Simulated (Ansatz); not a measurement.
Reaction (substitution at a C–C bond): `FCCC[SiH3]` + `[OH][SnH3]` → `FC[O][SnH3]` + `CC[SiH3]`

Isolated molecules relaxed with PBE0-D4/def2-TZVP in Ansatz; ΔE leaves out vibrations. CBS: MP2 limit from def2 TZ/QZ plus the TZ coupled-cluster correction, frozen cores. Functionals use def2-TZVPP. B3LYP here is the variant with VWN-RPA as its local correlation; programs differ in this. Elements past krypton have def2 core potentials. For Sn outer-core shells are correlated without core-valence functions, which leaves a few kJ/mol of doubt a bond. Each species was taken in one conformer, which may not be the lowest.

```csv
level,ΔE (kcal/mol),difference from CCSD(T)/CBS
PBE0-D4,2.2,-1.0
ωB97M-V,2.1,-1.1
B2PLYP,1.8,-1.4
r2SCAN,1.3,-1.9
B3LYP,1.2,-2.0
HF/def2-TZVPP,0.8,-2.4
CCSD/def2-TZVPP,2.5,-0.7
MP2/def2-QZVPP,3.7,0.5
HF/CBS(def2),0.9,-2.3
MP2/CBS(def2),4.0,0.8
CCSD(T)/CBS,3.2,0
```

Largest T1 diagnostic among the species: 0.014.

In def2-TZVPP, CCSD(T) changes the Hartree–Fock value by +1.7 kcal/mol (the triples alone add −0.1 kcal/mol) and MP2 by +2.5 kcal/mol.
